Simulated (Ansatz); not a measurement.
Task: Name a neutral molecule of Al, C, Cl, N and H with LUMO energy (ωB97M-V/def2-TZVPP) between 1.05 and 1.35 eV and HOMO energy (PBE0/def2-TZVPP) between -6.85 and -6.55 eV (Ansatz, PBE0-D4/def2-TZVP geometry).

Result: `CC[N](C)[Al]([Cl])[Cl]` (1.18 eV, -6.82 eV); `C[N](C)[Al]([Cl])[Cl]` (1.17 eV, -6.84 eV). Other molecules can fit too; these were computed, each in one conformer that needn't be the lowest.
